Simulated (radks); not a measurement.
Fractional charge and spin in the 6s shell of ytterbium: the spin-up occupation runs from 0 to 1 and the spin-down occupation from 0 to 1; the fullest corner is Yb, [Xe] 4f14 6s(up 1, down 1). All-electron calculation, scalar-relativistic Kohn-Sham, LDA (Slater exchange, Perdew-Wang correlation), spin-polarised, spherical densities, point nucleus. Program: a radial shooting solver on a logarithmic mesh with Libxc functionals. Energy (eV) minus the two flat planes that join the four corners (they meet along the diagonal where the two added fractions sum to one electron); zero is where a piecewise linear energy would lie.

down \ up,0,0.5,1
0,0.000,-0.689,0.000
0.5,-0.689,0.196,-0.627
1,0.000,-0.627,0.000

Corners above the fullest one (they belong to Yb+ and the next ion): (up 1, down 0) 6.558 eV, (up 0, down 1) 6.558 eV, (up 0, down 0) 19.210 eV. With half an added electron in each spin the energy lies 0.196 eV from the planes, and with half an added electron in spin up alone -0.689 eV. The planes are only a guide here: the flat-plane condition holds for ground states with one frontier orbital, while this shell lies below other occupied shells, so the corners above the fullest one are inner-hole states and not the ground states of those ions.
